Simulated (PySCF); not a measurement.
**Relaxation of quartet CoOF2**

Method: UPBE0 in PySCF with Co def2-TZVP, O def2-TZVP, F def2-TZVP; no relativity; density-fitted integrals. A (50,194) grid was used.

A hand-made trigonal pyramidal start, of Cs symmetry, held to at least that symmetry:

```xyz
4
charge 0 multiplicity 4, angstrom
Co    0.0000   -0.3875    0.0000
O     1.5118    0.1365    0.0000
F    -0.6364    0.5436   -1.3382
F    -0.6364    0.5436    1.3382
```

Question: What forces act on the atoms at the start (eV/Å)?

Answer: 
```csv
atom,Fx,Fy,Fz
Co1,1.51,3.13,0.00
O2,-1.13,-1.35,0.00
F3,-0.19,-0.89,-0.40
F4,-0.19,-0.89,0.40
```

Question: What does it relax to?

Answer: It ends at C2v with Co–F 1.705 Å (×2), Co–O 1.567 Å; F–Co–F 146.7°, F–Co–O 106.6° (×2) (after a last refinement on a finer grid). A frequency run shows a minimum.

Question: How much energy is released, and in how many steps?

Answer: 116.8 kJ/mol in 8 steps.

Other spin states or occupations of the open shell can lie lower.
